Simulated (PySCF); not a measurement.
FOV, neutral, multiplicity 3. Atoms are numbered in the order given.

```xyz
3

V      0.2163     0.0978     0.0000
O     -0.3365     1.5942     0.0000
F     -0.2536    -1.6671     0.0000
```
Charge 0, spin multiplicity 3.

Coordinates come from a B3LYP-D3(BJ)/def2-TZVP optimisation. The multiplicity is an assumed one; other spin states were not compared.

These are PBE/def2-TZVPD run with PySCF values and carry that method's errors.

Mulliken values depend strongly on the basis, most of all with diffuse functions as here. ESP charges are fitted to the potential on shells at 1.4 to 2.0 van der Waals radii. Atomic charges (e):

```json
[
 {"atom": "V1", "Mulliken": "1.34", "meta-Löwdin": "1.10", "ESP fit": "1.06", "Mulliken spin": "2.24"},
 {"atom": "O2", "Mulliken": "-0.66", "meta-Löwdin": "-0.51", "ESP fit": "-0.58", "Mulliken spin": "-0.22"},
 {"atom": "F3", "Mulliken": "-0.67", "meta-Löwdin": "-0.59", "ESP fit": "-0.48", "Mulliken spin": "-0.02"}
]
```
